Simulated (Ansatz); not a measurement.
`O[SiH](F)S[SiH2]Cl`, relaxed with RKS PBE0-D4/def2-TZVP in Ansatz 0.2.0 from a GFN2-xTB geometry. The force threshold is 0.005 eV/Å; the program also tests the step.

The species carries charge 0 and has multiplicity 1.

Start:

```xyz
10

O    -0.113    0.032   -2.807
Si   -0.103   -0.477   -1.288
F     1.339   -1.104   -0.951
S    -0.367    1.201    0.016
Si    0.097    0.430    1.968
Cl   -1.322   -0.854    2.581
H     0.064    0.935   -3.062
H    -1.062   -1.540   -1.154
H     0.092    1.636    2.775
H     1.375   -0.258    1.921
```

Task: How much energy does the relaxation release, and in how many steps? (Estimate.)

Result: The calculation gave: 10.88 kJ/mol, in 20 steps, 4 of them rejected.

Task: Which bonds change most? (An estimate is asked.)

Result: The calculation gave: Si5–Cl6 from 2.009 to 2.052 Å; Si2–H8 from 1.438 to 1.468 Å; Si5–H9 from 1.451 to 1.478 Å; Si5–H10 from 1.452 to 1.476 Å.

Task: Give the relaxed structure. (Estimate.)

Result: Ansatz gave: 
```xyz
10

O    -0.090    0.040   -2.779
Si   -0.265   -0.445   -1.241
F     1.017   -1.240   -0.728
S    -0.500    1.274   -0.004
Si    0.160    0.489    1.861
Cl   -0.913   -1.175    2.399
H     0.514    0.757   -2.977
H    -1.411   -1.362   -1.203
H    -0.096    1.558    2.849
H     1.584    0.103    1.824
```
